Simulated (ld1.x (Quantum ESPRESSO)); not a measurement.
Results of a calculation; reference values are marked as such.
Pseudopotentials across the periodic table

Generated with ld1.x 7.5 (TM, RRKJ, ultrasoft, PAW), atompaw 4.2 or ONCVPSP 4.0.1. The cutoff is in Ry: for ld1.x and atompaw files where the sum of valence levels is converged to 10 mRy in a Bessel basis, for ONCV files where the hardest occupied wave has 1 mHa per electron of residual kinetic energy. The error is the largest all-electron minus pseudo excitation energy over each file’s own four to seven test configurations (ionisations up to +4, promotions, holes and added fractions of an electron), all of which were solved. The labels leave out finer settings (local radius, basis sizes, second energies), which also bear on the numbers. Spin-polarised tests are not counted. The rows are a selection from randomly drawn settings: files with unsolved tests, undetermined cutoffs or missed reference levels are left out.

A true bound ghost makes a file unfit for plane-wave use even where its test errors are small: the radial tests pick states by their node count and pass the ghost by.

```tsv
element	potential	cutoff (Ry)	largest error (meV)	bound ghosts
Cr	RRKJ, PBE, scalar-relativistic, rc 2.50/1.15/1.50 (spd), local p, core correction yes, reference 3p6 3d5 4s1 4p0	80	-132	s
Ga	TM, LDA (PZ), scalar-relativistic, rc 2.10/2.44/2.16 (spd), local p, core correction no, reference 4s2 4p1	12	+111	d
Br	PAW, PBE, scalar-relativistic, rc 1.60/0.90/0.95 (spd), local smoothed, core correction yes, reference 3p6 3d10 4s2 4p5	200	-153	s
```

Fill in the row for Pd: ultrasoft, PBEsol, scalar-relativistic, rc 2.40/1.80/1.40 (spd), local smoothed, core correction yes, reference 4p6 4d8 5s0 5p0.

cutoff 55 Ry, largest error -200 meV, bound ghosts: none.

Fill in the row for Nb: TM, LDA (PZ), scalar-relativistic, rc 2.35/4.20/2.75 (spd), local s, core correction yes, reference 4d4 5s1 5p0.

cutoff 25 Ry, largest error -1331 meV, bound ghosts: none.

Fill in the row for Ta: TM, PBEsol, fully relativistic, rc 2.60/3.10/2.60/2.75 (spdf), local s, core correction yes, reference 5d3 6s1 6p0.

cutoff 25 Ry, largest error -210 meV, bound ghosts: none.
